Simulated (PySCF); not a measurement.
C₇H₁₃NSi.
SMILES with atom numbers: `[N:1]#[C:2][C@@H:3]([SiH3:4])[CH2:5][CH:6]1[CH2:7][CH2:8][CH2:9]1`

Definitions: NICS(0) = −σiso at the ring centroid; NICS(1) = −σiso and NICS(1)zz = −σzz at ±1 Å along the ring normal z. Level: GIAO PBE0/pcSseg-1 (PySCF, non-relativistic, gas phase) on the GFN2-xTB geometry, one conformer.

Ring bond lengths (Å), with Mayer bond orders in brackets: C6–C7 1.541 (1.00), C7–C8 1.536 (1.05), C8–C9 1.536 (1.05), C9–C6 1.540 (1.01).

Question: Give the NICS values of each ring in ppm.

Answer: 
| ring | type | NICS(0) | NICS(1), two faces | NICS(1)zz, two faces | rms pucker (Å) | centre to ring atoms, mean (Å) |
| --- | --- | --- | --- | --- | --- | --- |
| C6–C7–C8–C9 | 4-membered carbocycle; formal bonds all single | 0.3 | -0.2 / -0.3 | 3.9 / 5.5 | 0.08 | 1.08 |

Question: What do they say, and how far can they be read as aromaticity?

Answer: 
- C6–C7–C8–C9: mean NICS(1)zz 4.7 ppm, deshielded. C6, C7, C8, C9 have four or more neighbours, so the value isn't read as a sign of a π ring current.

Question: What is the mean of the two in-plane components of NICS at the first NICS(1) probe listed for ring C6–C7–C8–C9, 1 Å off the ring?

Answer: The isotropic value is a third of the trace: (3 × -0.2 − (3.9))/2 = -2.2 ppm.

The values belong to the conformer `[N:1]#[C:2][C@@H:3]([SiH3:4])[CH2:5][CH:6]1[CH2:7][CH2:8][CH2:9]1`: C2–C3–C5–C6 64°, C3–C5–C6–C7 71°.
